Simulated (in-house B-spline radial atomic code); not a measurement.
Removal energies of one electron outside the [Ne] 3s2 3p6 core along the 19-electron series, with the parts due to correlation (partial-wave tail included) and to Breit and QED terms, both contained in the total; recoil is left out. Computed with a B-spline radial code for spherical atoms: frozen-core Dirac-Hartree-Fock with a screened correlation potential.

```tsv
ion	Z	removal energy of 3d3/2 (eV)	correlation part of 3d3/2 (eV)	Breit and QED part of 3d3/2 (eV)	removal energy of 3d5/2 (eV)	correlation part of 3d5/2 (eV)	Breit and QED part of 3d5/2 (eV)
Pr40+	59	2941.48	2.8075	-1.5605	2915.24	2.6645	-0.80515
Nd41+	60	3079.07	2.8057	-1.6759	3050.6	2.6557	-0.8722
Pm42+	61	3219.85	2.8044	-1.7968	3188.99	2.647	-0.94264
Sm43+	62	?	?	?	?	?	?
Eu44+	63	?	?	?	?	?	?
Gd45+	64	3661.33	2.8021	-2.1941	3622.41	2.6215	-1.1753
Tb46+	65	3814.89	2.802	-2.3384	3772.96	2.6133	-1.2602
Dy47+	66	3971.68	2.8021	-2.489	3926.56	2.6051	-1.349
Ho48+	67	4131.69	2.8028	-2.6459	4083.21	2.5972	-1.4416
Er49+	68	?	?	?	?	?	?
Tm50+	69	4461.41	2.805	-2.9795	4405.65	2.582	-1.639
Yb51+	70	4631.15	2.8066	-3.1561	4571.44	2.5747	-1.7439
Lu52+	71	4804.14	2.8088	-3.3398	4740.29	2.5677	-1.8531
Hf53+	72	4980.4	2.8113	-3.5306	4912.19	2.5609	-1.9666
Ta54+	73	5159.94	2.8143	-3.7288	5087.14	2.5544	-2.0845
W55+	74	5342.77	2.8176	-3.9341	5265.15	2.5482	-2.2068
```

**Question.** Fill in the row of Sm43+.

**Answer.** removal energy of 3d3/2 (eV): 3363.81; correlation part of 3d3/2 (eV): 2.8032; Breit and QED part of 3d3/2 (eV): -1.9234; removal energy of 3d5/2 (eV): 3330.42; correlation part of 3d5/2 (eV): 2.6383; Breit and QED part of 3d5/2 (eV): -1.0166.

**Question.** Fill in the row of Eu44+.

**Answer.** removal energy of 3d3/2 (eV): 3510.97; correlation part of 3d3/2 (eV): 2.8023; Breit and QED part of 3d3/2 (eV): -2.0558; removal energy of 3d5/2 (eV): 3474.89; correlation part of 3d5/2 (eV): 2.6297; Breit and QED part of 3d5/2 (eV): -1.0941.

**Question.** Fill in the row of Er49+.

**Answer.** removal energy of 3d3/2 (eV): 4294.93; correlation part of 3d3/2 (eV): 2.8037; Breit and QED part of 3d3/2 (eV): -2.8094; removal energy of 3d5/2 (eV): 4242.9; correlation part of 3d5/2 (eV): 2.5895; Breit and QED part of 3d5/2 (eV): -1.5383.
